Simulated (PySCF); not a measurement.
A geometry optimisation on `CB(C)C[SeH]`.

Computed with PBE0-D3(BJ)/def2-SVP geometry optimisation, gas phase (PySCF 2.14.0). Start geometry: GFN2-xTB. The input is one job of a driver script: a line of settings, then coordinates in Å.

Input:
```
{"job": {"xc": "PBE0", "basis": "def2-SVP", "d3": "d3bj", "grid": 1, "maxiter": 30, "shake": 0.01, "kind": "geom"}, "charge": 0, "multiplicity": 1}
C     -1.438580    -1.156400     0.054150
B     -0.352710    -0.050620     0.307540
C     -0.730790     1.427360     0.690440
C      1.199310    -0.476180     0.165890
Se     2.502080     0.971930     0.367050
H     -2.208870    -1.129910     0.840260
H     -1.990010    -0.883650    -0.863110
H     -1.067020    -2.139290    -0.067980
H     -1.774480     1.664620     0.727250
H     -0.316690     1.648910     1.701920
H     -0.224560     2.133370     0.038220
H      1.367320    -0.929350    -0.799230
H      1.390920    -1.215770     0.915790
H      3.636940     0.119900     0.194080
```

Output:
```
step   0  E = -2545.28852826  max force = 0.029265
step   1  E = -2545.29249369  max force = 0.009590
step   2  E = -2545.29316096  max force = 0.001993
step   3  E = -2545.29321151  max force = 0.000879
step   4  E = -2545.29322731  max force = 0.000420
step   5  E = -2545.29323122  max force = 0.000413
optimisation converged
```

Energies in Eh; «max force» is the largest Cartesian gradient component in Eh/bohr.

Problem. Give the first gradient maximum in eV/Å.

Solution. With 1 Eh/bohr = 51.422 eV/Å, 1.505 eV/Å.

Main results: final energy -2545.29323 Eh after 5 steps; dipole 1.56 D.

Problem. Give the final coordinates.

Solution. 0.098 Å rms from the input after alignment:
```
atom  x, y, z in Å
C1    -1.4388   -1.0947   -0.0398
B2    -0.3209   -0.0351    0.2777
C3    -0.6835    1.4720    0.5183
C4     1.1742   -0.5395    0.3385
Se5    2.5097    0.8379    0.7000
H6    -2.1981   -1.0777    0.7624
H7    -1.9814   -0.7808   -0.9498
H8    -1.0948   -2.1300   -0.1777
H9    -1.7561    1.7076    0.4711
H10   -0.2875    1.8059    1.4945
H11   -0.1529    2.0922   -0.2280
H12    1.4062   -1.0418   -0.6162
H13    1.2277   -1.3231    1.1145
H14    3.6745   -0.0592    0.6289
```

Problem. How long does this job take on one thread, Arm Neoverse V2 (aarch64), shared host? And the peak memory of the process?

Solution. About 43 s, with 0.51 GiB resident at the peak, the Python interpreter and its libraries included.
Labels such as C1 count atoms from 1, the log's own numbers from 0.
